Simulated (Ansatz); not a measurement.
FRb, triplet, at the geometry of the source list (a higher spin typed on purpose: for a closed-shell molecule this is an excited state) (core potentials on Rb); Ansatz (a first-principles code) with WB97M-V/def2-SVPD.

Input for Ansatz:
Ansatz 0.2 input:
```yaml
crystal:
  periodic: [false, false, false]
  atoms:
    - {symbol: Rb, position_ang: [-0.58730000, -0.48430000, -0.79330000]}
    - {symbol: F, position_ang: [0.58730000, 0.48430000, 0.79330000]}
basis:
  gaussian:
    orbitals: def2-SVPD
hamiltonian:
  xc: {name: wB97M-V}
magnetization: {spin_polarized: true, initial_magnetization: 2}
```

Output, abridged:

```
Functional definition: wB97M-V
474 factors; their error is unknown
193 factors; integrals over basis functions are off by at most 6.1e-5 eV
mean field evaluation 1: about -3363.6379 eV, gradient 5.1e0 eV
mean field evaluation 2: about -3363.8034 eV, gradient 2.9e0 eV
mean field evaluation 4: about -3363.8454 eV, gradient 1.6e-1 eV
mean field evaluation 8: about -3363.8582 eV, gradient 1.4e-2 eV
mean field evaluation 16: about -3363.8582 eV, gradient 1.3e-4 eV
mean field -3363.85817963 eV, -123.6195079965 hartree, gradient 1.5e-5 eV, S^2 2.002007; 1 other end points of the search recorded, 0 dependent functions left out
reference -3363.85822039 eV, -123.6195094945 hartree; 10, 8 occupied and 40, 42 virtual orbitals, 474 factors
Total energy: -3363.85822039 eV, -123.6195094945 hartree
```
